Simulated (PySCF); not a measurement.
Start geometry of 3-ethynylpyridine (`C#Cc1cccnc1`) from GFN2-xTB (Å):
```
atom  x, y, z in Å
C1     3.1655    0.4073    0.1103
C2     1.9822    0.2099    0.0631
C3     0.5889   -0.0207    0.0044
C4    -0.3274    1.0166    0.1859
C5    -1.6781    0.7286    0.1162
C6    -2.0647   -0.5810   -0.1323
N7    -1.2045   -1.5705   -0.3082
C8     0.0833   -1.3012   -0.2429
H9     4.1998    0.5777    0.1507
H10    0.0232    2.0212    0.3754
H11   -2.4170    1.5034    0.2502
H12   -3.1097   -0.8539   -0.1955
H13    0.7541   -2.1370   -0.3949
```

Task: What comes out of this run: PySCF, PBE0-D3(BJ)/def2-SVP geometry optimisation, gas phase?

Result: 
```
atom  x, y, z in Å
C1     3.167    0.474    0.140
C2     1.970    0.283    0.091
C3     0.563    0.052    0.032
C4    -0.362    1.092    0.215
C5    -1.718    0.800    0.145
C6    -2.106   -0.517   -0.105
N7    -1.241   -1.513   -0.281
C8     0.053   -1.237   -0.214
H9     4.227    0.644    0.183
H10   -0.009    2.106    0.408
H11   -2.469    1.581    0.282
H12   -3.169   -0.777   -0.166
H13    0.751   -2.069   -0.361
```

The energy falls by 4.9 kJ/mol over 3 energy and gradient evaluations, the largest force component goes from 0.0209 to 3.1e-04 Eh/bohr, and the atoms move by 0.024 Å rms after alignment. The bond that changes most is C1–H9 (terminal alkyne carbon to alkyne hydrogen), which lengthens by 0.025 Å. Bonds longer at the end by more than 0.005 Å: 13 of 13; shorter: 0. Rotational constants go from 5935, 1578, 1247 to 5871, 1552, 1228 MHz. The orientation of the end geometry is arbitrary; only internal coordinates are fixed.

The run used 137 basis functions and 23 SCF cycles in all.

Stationary, but not proved a minimum.
